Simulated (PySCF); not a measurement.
**State search for MgTe**

Unrestricted PBE0; basis Mg def2-SVPD, Te def2-SVPD with ECP28; scalar-relativistic core potentials; PySCF 2.14. Outer shells of the fragments: Mg 3s2; Te 4d10 5s2 5p4.

Followed along the bond (rough minima from three points):

```json
{"2Ms+1": "1", "unpaired": "none", "⟨S²⟩ at the start": "0.00", "R at minimum (Å)": "2.48", "Te (eV)": "0.00"}
{"2Ms+1": "3", "unpaired": "σ ↑, π ↑", "⟨S²⟩ at the start": "2.01", "R at minimum (Å)": "2.72", "Te (eV)": "0.08"}
{"2Ms+1": "1", "unpaired": "σ ↑, π ↓", "⟨S²⟩ at the start": "1.01", "R at minimum (Å)": "2.71", "Te (eV)": "0.15"}
{"2Ms+1": "3", "unpaired": "σ ↑↑", "⟨S²⟩ at the start": "2.01", "R at minimum (Å)": "2.70", "Te (eV)": "1.60"}
```

Solutions found at the starting distance of 2.675 Å, counted from the lowest of them; the search is not exhaustive and high or unbound solutions are not listed, so other states can lie among these:

```
2Ms+1    unpaired   term  E (eV)  ⟨S²⟩  ⟨Lz²⟩  μ (D)
    3    σ ↑, π ↑     ³Π    0.00  2.01   1.01  -2.42
    1    σ ↑, π ↓  mixed    0.06  1.01   1.01  -2.50
    1        none    ¹Σ⁺    0.07  0.00   0.00  -7.31
    3        σ ↑↑    ³Σ⁺    1.51  2.01   0.00  -3.57
    3        π ↑↑    ³Σ⁻    2.33  2.00   0.00   4.46
    3        π ↑↑  mixed    2.56  2.01   2.01  -2.59
    1        π ↑↓  mixed    2.69  1.05   2.01  -2.32
    1        π ↑↓  mixed    2.69  1.01   2.01   4.44
    1        none  mixed    3.78  0.00   2.00   4.43
    3  σ ↑, π ↑↑↓  mixed    4.11  3.01   3.02   3.89
    3    σ ↑, π ↑  mixed    5.37  2.00   3.01   4.14
    3  σ ↑↑, π ↑↓  mixed    5.37  3.01   2.02   0.18
```

A term symbol is given only where ⟨S²⟩ and ⟨Lz²⟩ are close to those of a pure state; real π, δ and φ orbitals otherwise mix terms. A positive dipole means Mg(−)Te(+).

Question: Compare the gap between the two lowest followed solutions at the starting distance with the gap between their minima.

Answer: At PBE0 the second solution (triplet, unpaired electrons σ ↑, π ↑) lies -0.07 eV from the first (singlet, closed shell) at 2.675 Å and +0.08 eV at the minima; the two curves relax by different amounts, since their minima lie near 2.72 and 2.48 Å.

Spin–orbit coupling is left out. Counting both spins, an empty level lies below a filled one in some of these solutions, because spin and occupation are held.
